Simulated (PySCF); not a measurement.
A calculated (BP86, PySCF 2.14, cc-pVTZ, the non-relativistic Hamiltonian (point nucleus)) atom or ion has these occupied shells.

```csv
shell,electrons,orbital energy (eV),"rms radius, mean of both spins (bohr)"
1s,2,-193.85,0.383
2s,2,-19.586,1.94
```

**Question.** Name the element and its charge.

**Answer.** B⁺ (boron, charge +1), in [He] 2s2, closed-shell 1S.
